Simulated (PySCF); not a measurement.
Electronic structure of Zn¹²⁺ (zinc, charge +12) at the PBE0 level

Configuration: [Ar], closed-shell 1S. All numbers are calculated (PySCF 2.14, the spin-free X2C one-electron Hamiltonian (Gaussian nucleus), in an even-tempered Gaussian basis (19 s from 0.81 bohr⁻², ratio 2.5; 12 p from 1.1 bohr⁻², ratio 2.5; 5 d from 7 bohr⁻², ratio 2.7; 4 f from 11 bohr⁻², ratio 2.7)).

| Quantity | Value |
| --- | --- |
| Total energy | -1734.826 hartree |
| One-electron energy | -2162.537 hartree |
| Hartree (Coulomb) energy | 487.769 hartree |
| Exchange-correlation energy | -60.057 hartree |
| ⟨S²⟩ | 0.0000 |
| ⟨L²⟩ | 0.000 |
| Sum of ⟨r⟩ | 6.583 bohr |
| Sum of ⟨r²⟩ | 3.793 bohr² |

| shell | electrons | mean orbital energy (eV) | rms radius, mean of both spins (bohr) |
| --- | --- | --- | --- |
| 1s | 2 | -9938.4 | 0.0581 |
| 2s | 2 | -1552.6 | 0.244 |
| 2p | 6 | -1394.9 | 0.218 |
| 3s | 2 | -456.60 | 0.648 |
| 3p | 6 | -406.26 | 0.651 |

Densities and radii are taken from the X2C orbitals without a picture-change correction, which distorts them close to the nucleus.
